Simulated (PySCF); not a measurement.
Species: C₈H₈.
Numbering: `[CH:1]1=[CH:2]\[CH:3]=[CH:4]/[CH:5]=[CH:6]\[CH:7]=[CH:8]/1` (hydrogens: H9 on C1; H10 on C2; H11 on C3; H12 on C4; H13 on C5; H14 on C6; H15 on C7; H16 on C8)

Level: PBE0/def2-SVPD in PySCF, non-relativistic, on one gas-phase PBE0-D3(BJ)/def2-SVP geometry that isn't relaxed in the solvent. The solvent is an IEF-PCM continuum (Bondi radii, 1.10 Å for H, scaled by 1.2), and excitations are vertical TDDFT with non-equilibrium linear response and a frozen core. Only the electrostatic response of the medium enters.

Gas-phase singlets (H = HOMO, L = LUMO):

```csv
state,E (eV),λ (nm),f,leading configurations
S1,3.464,358,0.000,H→L 100%
S2,5.176,240,0.002,"H-1→L 60%, H→L+1 38%"
S3,5.178,239,0.002,"H-2→L 60%, H→L+2 38%"
S4,6.093,203,0.316,"H→L+1 54%, H-1→L 32%"
S5,6.094,203,0.315,"H→L+2 54%, H-2→L 32%"
```

Problem. Give the list for dichloromethane (ε = 8.93), n² = 2.03.

Solution. 
```json
{"state": "S1", "E (eV)": "3.482", "λ (nm)": "356", "f": "0.000", "leading configurations": "H→L 100%", "change by rank (eV)": "+0.018"}
{"state": "S2", "E (eV)": "5.189", "λ (nm)": "239", "f": "0.006", "leading configurations": "H-1→L 62%, H→L+1 35%", "change by rank (eV)": "+0.013"}
{"state": "S3", "E (eV)": "5.192", "λ (nm)": "239", "f": "0.006", "leading configurations": "H-2→L 62%, H→L+2 35%", "change by rank (eV)": "+0.014"}
{"state": "S4", "E (eV)": "6.014", "λ (nm)": "206", "f": "0.453", "leading configurations": "H→L+1 59%, H-1→L 32%", "change by rank (eV)": "-0.079"}
{"state": "S5", "E (eV)": "6.015", "λ (nm)": "206", "f": "0.453", "leading configurations": "H→L+2 59%, H-2→L 32%", "change by rank (eV)": "-0.079"}
```

Problem. What are the lowest 5 singlets in acetone (ε = 20.49)?

Solution. 
```json
{"state": "S1", "E (eV)": "3.487", "λ (nm)": "356", "f": "0.000", "leading configurations": "H→L 100%", "change by rank (eV)": "+0.023"}
{"state": "S2", "E (eV)": "5.192", "λ (nm)": "239", "f": "0.006", "leading configurations": "H-1→L 62%, H→L+1 35%", "change by rank (eV)": "+0.016"}
{"state": "S3", "E (eV)": "5.195", "λ (nm)": "239", "f": "0.006", "leading configurations": "H-2→L 62%, H→L+2 35%", "change by rank (eV)": "+0.017"}
{"state": "S4", "E (eV)": "6.032", "λ (nm)": "206", "f": "0.436", "leading configurations": "H→L+1 59%, H-1→L 31%", "change by rank (eV)": "-0.061"}
{"state": "S5", "E (eV)": "6.034", "λ (nm)": "205", "f": "0.436", "leading configurations": "H→L+2 58%, H-2→L 31%", "change by rank (eV)": "-0.060"}
```

Problem. How do the frontier levels move from gas to acetone?

Solution. 
| orbital | gas (eV) | solvent (eV) | change (eV) | Löwdin shares, gas | Löwdin shares, solvent |
| --- | --- | --- | --- | --- | --- |
| LUMO+2 | 0.42 | 0.40 | -0.02 | C4 14 %, C8 14 %, C5 10 %, C1 10 % | C4 15 %, C8 15 %, C3 10 %, C7 10 % |
| LUMO+1 | 0.42 | 0.40 | -0.02 | C2 14 %, C6 14 %, C3 10 %, C7 10 % | C2 15 %, C6 15 %, C1 10 %, C5 10 % |
| LUMO | -1.46 | -1.50 | -0.04 | C8 11 %, C7 11 %, C5 11 %, C2 11 % | C8 11 %, C7 11 %, C5 11 %, C2 11 % |
| HOMO | -6.18 | -6.25 | -0.07 | C7 11 %, C2 11 %, C8 11 %, C6 11 % | C7 12 %, C2 12 %, C8 11 %, C6 11 % |
| HOMO-1 | -7.82 | -7.87 | -0.05 | C2 17 %, C6 17 %, C3 12 %, C7 12 % | C2 16 %, C6 16 %, C3 12 %, C7 12 % |
| HOMO-2 | -7.82 | -7.87 | -0.05 | C4 17 %, C8 17 %, C5 12 %, C1 12 % | C4 16 %, C8 16 %, C5 12 %, C1 12 % |
| HOMO-3 | -8.93 | -8.97 | -0.04 | C7 11 %, C1 11 %, C8 11 %, C6 11 % | C7 11 %, C1 11 %, C8 10 %, C5 10 % |

The HOMO–LUMO gap goes from 4.72 to 4.75 eV. Shares within a degenerate set are those of one arbitrary member.

Cost: about 80 s of CPU time on one thread; the machine was shared, so the figure is rough. This is the whole response run at PBE0/def2-SVPD in acetone, SCF included.
